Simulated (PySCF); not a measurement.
## Static response to an electric field

Species: C5H6F2P2.
Cartesian coordinates in Å at the GFN2-xTB level; atoms count from 1:
```xyz
15
C5H6F2P2 angstrom
F      3.330    0.841    0.751
C      2.154    0.274    0.451
C      1.860   -0.130   -0.900
C      0.627   -0.642   -1.053
P     -0.222   -0.843    0.529
C     -1.489    0.528    0.448
P     -3.026    0.058   -0.498
C      1.139    0.070    1.314
F      1.157    0.353    2.623
H      2.587    0.010   -1.683
H      0.232   -1.014   -1.983
H     -1.048    1.430    0.013
H     -1.788    0.755    1.477
H     -2.359   -0.480   -1.600
H     -3.157   -1.201    0.090
```

Level: CAM-B3LYP/def2-SVPD (PySCF), static field, nuclei fixed, core orbitals frozen in the response. The polarisability tensor in these axes (au):

```
x   139.31   6.80   1.56
y     6.80  82.03   4.00
z     1.56   4.00  99.53
```

**Question.** Diagonalise the tensor; give its mean and Δα, where Δα² is half the sum of the squared differences of the eigenvalues.

**Answer.** Principal values 80.48, 100.19 and 140.21 au; mean 106.96 au = 15.85 Å³ = 17.63 × 10⁻⁴⁰ C²·m²/J; Δα = 52.71 au (49 % of the mean).

**Question.** What is the dipole moment, and where does it point?

**Answer.** (-1.02, -0.32, -1.99) D, 2.26 D in size, pointing from the negative to the positive side. Measured along this direction, the outermost atoms are F9 at the negative end and H14 at the positive end.

**Question.** Find the Langevin capture rate constant for NH4+ (18.034 u) meeting this molecule (165.991 u), k = 2.342 × 10⁻⁹ cm³/s × √(α in Å³ / reduced mass in u).

**Answer.** The reduced mass is 16.27 u, so k = 2.31 × 10⁻⁹ cm³/s. The formula leaves out the permanent dipole, which adds to the capture rate.

**Question.** Orientational against electronic polarisability at 500 K (dilute gas, rigid molecules)?

**Answer.** In Gaussian units μ²/3kT = 24.58 Å³ against 15.85 Å³, a ratio of 1.55; the Debye molar polarisation (4π/3)N_A(α + μ²/3kT) is 102.0 cm³/mol, leaving out the vibrational part.

**Question.** Form Σ f/ω² (atomic units) for the 8 lowest TDDFT singlets, given as eV and f, and set it beside the mean polarisability, which is this sum over all singlets: 4.43, 0.0270; 5.06, 0.1058; 5.59, 0.0678; 5.79, 0.0052; 6.64, 0.0105; 6.66, 0.0004; 6.72, 0.0233; 6.80, 0.0291.

**Answer.** They add up to 6.83 au, 6.4 % of the 106.96 au; the largest single term is 3.06 au, from the state at 5.06 eV. Terms in order: 1.02, 3.06, 1.60, 0.11, 0.18, 0.01, 0.38, 0.47 au. Higher excitations give the rest. The strengths listed sum to 0.269.

**Question.** What would n − 1 = 2πNα be for an ideal gas of these molecules at 273.15 K and 1 atm, electronic part alone?

**Answer.** N = p/kT = 2.6868 × 10¹⁹ cm⁻³, so n − 1 = 2π × N × 15.85 × 10⁻²⁴ cm³ = 2676 × 10⁻⁶ at long wavelengths.

One conformer (not necessarily the lowest) at the GFN2-xTB geometry, without solvent, vibrations or thermal averaging.

The run behind these numbers computed excited states as well. On Arm Neoverse V2, one thread, no GPU, shared host with 96 logical CPUs at a one-minute load of 26, this took 63 s wall and 1.2 GiB of memory at its peak.
